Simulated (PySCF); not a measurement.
Radial density of Sm(50+) (samarium, charge +50)

UHF, [Ne] 3s2, closed-shell 1S. All numbers are calculated (PySCF 2.14, the non-relativistic Hamiltonian (point nucleus), in an uncontracted even-tempered set (16 s from 12 bohr⁻², ratio 2.5; 10 p from 15 bohr⁻², ratio 2.5; 4 d from 56 bohr⁻², ratio 2.7; 4 f from 84 bohr⁻², ratio 2.7)).

```csv
r (bohr),4πr²ρ (e/bohr)
0.000383,0.2997
0.000645,0.8209
0.00108,2.199
0.00182,5.677
0.00307,13.77
0.00516,30.06
0.00868,55.07
0.0146,75.98
0.0246,71.44
0.0413,65.94
0.0695,90.84
0.117,51.56
0.197,14.36
0.331,4.749
0.556,0.08107
```

A non-relativistic calculation at this Z misses sizeable relativistic shifts. Spin-orbit coupling, which splits the p, d and f shells strongly at this Z, is absent.
